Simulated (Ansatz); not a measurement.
Wavefunction ladder for CH$_{3}$BFNO (`OC1(F)BN1`)

```xyz
8

O     0.9446    1.2214   -0.3865
C     0.2843    0.0264   -0.3569
F     0.1042   -0.4135   -1.6529
B     0.1972   -0.9250    0.8497
N    -0.8560   -0.1506    0.4681
H     0.5665    1.7645   -1.0889
H     0.5553   -1.7312    1.6362
H    -1.7961    0.2081    0.5312
```

Total charge 0; spin multiplicity 1. Geometry: relaxed with PBE0-D4/def2-TZVP. It is one conformer, not always the lowest. Frozen core, restricted reference, Ansatz. CBS rows extrapolate triple and quadruple zeta; past MP2 they add the triple-zeta difference.

```csv
basis,HF (Eh),MP2 corr.
def2-SVP,-292.79142,-0.74259
def2-TZVPP,-293.14237,-0.94442
def2-QZVPP,-293.15559,-1.01998
```

Estimate the CCSD correlation energy and the (T) correction in each basis where they were run (hartree).


| basis | CCSD corr. | (T) |
| --- | --- | --- |
| def2-SVP | -0.76964 | -0.02122 |
| def2-TZVPP | -0.96012 | -0.03760 |
| CBS(def2) | -1.09165 | as TZ |
